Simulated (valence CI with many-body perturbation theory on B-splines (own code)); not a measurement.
**Ga XXV: one-electron terms**

Method: valence CI with perturbative core correlation (CI+MBPT): five valence electrons over a frozen Dirac-Fock core [He], radial functions for each j: 11 s, 11 p, 10 d, 8 f, 5 g, 2 h, with the one-electron correlation potential Σ1 (screened to all orders), the two-electron term Σ2, the three-electron term Σ3, Breit, model QED; selected single and double excitations, second order for the rest, scaled by the run's own slope (own B-spline code, finite nucleus).

No measured levels were compared; by estimate levels of excited configurations hold to 0.05 to 0.15 % of their energy, terms of the ground configuration to about 0.5 %. Among the levels kept, up to 5500 cm⁻¹ of a level comes from second order outside the variational space, and about a tenth of that is noise between levels of different J, which matters for small intervals.

These are the spectroscopic orbitals of the CI (the correlating ones are not listed), shaped by the core and the other valence electrons. h is the expectation value of the core's Dirac-Fock operator, without the valence repulsion; Σ1 is computed up to l = 3 at one energy for each symmetry, that of its lowest orbital but kept below the first core excitation, so for empty shells it is not the orbital's own correlation shift; Breit and QED include the response of the core.

```csv
Orbital,h (hartree),Σ1 (cm⁻¹),Breit (cm⁻¹),QED (cm⁻¹),⟨r⟩ (bohr)
2s1/2,-109.54,-1169,7009,6316,0.2064
3s1/2,-47.853,-266,1873,1736,0.4865
4s1/2,-26.635,-101,738,693,0.8896
5s1/2,-16.94,-49.1,366,346,1.412
6s1/2,-11.715,-27.6,208,197,2.054
7s1/2,-8.5812,-17.1,130,123,2.814
2p1/2,-107.28,-2668,13592,-327,0.1767
3p1/2,-47.165,-563,3578,-93.0,0.4633
4p1/2,-26.341,-211,1423,-37.7,0.8723
5p1/2,-16.789,-103,709,-18.9,1.400
6p1/2,-11.627,-57.8,404,-10.8,2.048
7p1/2,-8.5259,-35.8,252,-6.8,2.814
2p3/2,-105.99,-2456,5836,232,0.1797
3p3/2,-46.785,-519,1507,58.4,0.4675
4p3/2,-26.182,-195,618,23.1,0.8779
5p3/2,-16.708,-94.8,308,11.5,1.407
6p3/2,-11.58,-53.4,175,6.5,2.057
7p3/2,-8.4966,-33.1,109,4.1,2.824
3d3/2,-46.38,-208,101,-20.6,0.4044
4d3/2,-26.011,-87.9,54.5,-7.9,0.8206
5d3/2,-16.621,-45.0,29.6,-3.9,1.356
6d3/2,-11.53,-26.1,17.9,-2.2,2.011
7d3/2,-8.4647,-16.4,11.5,-1.4,2.784
3d5/2,-46.266,-202,31.9,26.3,0.4057
4d5/2,-25.963,-85.3,17.1,11.5,0.8223
5d5/2,-16.596,-43.7,9.0,6.0,1.358
6d5/2,-11.515,-25.3,5.4,3.5,2.013
7d5/2,-8.4557,-15.9,3.5,2.2,2.787
4f5/2,-25.848,-15.8,0.4,-4.8,0.7160
5f5/2,-16.543,-8.9,0.4,-2.5,1.254
6f5/2,-11.486,-5.4,0.3,-1.4,1.913
7f5/2,-8.4377,-3.5,0.2,-0.9,2.690
4f7/2,-25.825,-15.6,0.1,3.9,0.7168
5f7/2,-16.531,-8.8,0.1,2.1,1.255
6f7/2,-11.479,-5.4,0.1,1.2,1.914
7f7/2,-8.4335,-3.5,0.0,0.8,2.691
5g7/2,-16.515,,0.0,-1.5,1.099
6g7/2,-11.469,,0.0,-0.8,1.758
7g7/2,-8.4265,,0.0,-0.5,2.537
5g9/2,-16.508,,0.0,1.2,1.099
6g9/2,-11.465,,0.0,0.7,1.758
7g9/2,-8.424,,0.0,0.4,2.537
6h9/2,-11.464,,,,1.559
6h11/2,-11.462,,,,1.559
```

Among the shells of the start configuration 2s2 2p3, Σ1 is largest in size for 2p1/2, where it is 0.011 % of h.

Lowest root of each symmetry, sizes in configuration state functions:

```csv
J,Parity,Roots,Reference,Variational,Second order,Change by selected CI (cm⁻¹),Change by second order (cm⁻¹)
1/2,even,26,102,31997,905478,-27509,-934
3/2,even,34,155,31988,2336860,-25249,-2405
5/2,even,28,152,31978,2736919,-24258,-3174
7/2,even,12,102,31830,2656464,-33787,-3047
9/2,even,4,59,42789,1917750,-36467,-993
1/2,odd,26,101,31949,1173289,-27161,-1401
3/2,odd,36,159,31981,2181429,-23963,-1805
5/2,odd,29,151,31982,2807620,-25143,-3343
7/2,odd,17,113,32414,2425994,-31774,-4439
9/2,odd,7,65,32211,2442880,-23747,-863
11/2,odd,2,33,44358,1294107,-34804,-1073
```
